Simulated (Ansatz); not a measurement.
The same redistribution along the group Al, Ga, In.

Calculated with Ansatz (gas phase, PBE0-D4/def2-TZVP geometries, no zero-point term in ΔE). CCSD(T)/CBS adds triple-zeta CCSD(T) − MP2 to the extrapolated MP2 energy (def2 sets, frozen cores). DFT in def2-TZVPP. def2 core potentials past Kr. For Br, Ga, In outer-core shells are correlated without core-valence functions, which leaves a few kJ/mol of doubt a bond. Scalar relativity is left out up to krypton. Each species was taken in one conformer, which may not be the lowest.

```json
{"reaction": "`[OH][Al]([SH])[Cl]` + `N[SiH]([SiH3])Br` → `[OH][Al]([Cl])[Br]` + `N[SiH]([SiH3])S`", "CCSD(T)/CBS(def2) (eV)": "?"}
{"reaction": "`[OH][Ga]([SH])[Cl]` + `N[SiH]([SiH3])Br` → `[OH][Ga]([Cl])[Br]` + `N[SiH]([SiH3])S`", "CCSD(T)/CBS(def2) (eV)": "0.16"}
{"reaction": "`[OH][In]([SH])[Cl]` + `N[SiH]([SiH3])Br` → `[OH][In]([Cl])[Br]` + `N[SiH]([SiH3])S`", "CCSD(T)/CBS(def2) (eV)": "0.09"}
```

(1) Fill in the missing values. (Estimate.)

Largest T1 diagnostic: 0.015, for `[OH][In]([SH])[Cl]`.

## Answers

(1) Ansatz gave: `[OH][Al]([SH])[Cl]` + `N[SiH]([SiH3])Br` → `[OH][Al]([Cl])[Br]` + `N[SiH]([SiH3])S`: +0.01 eV.
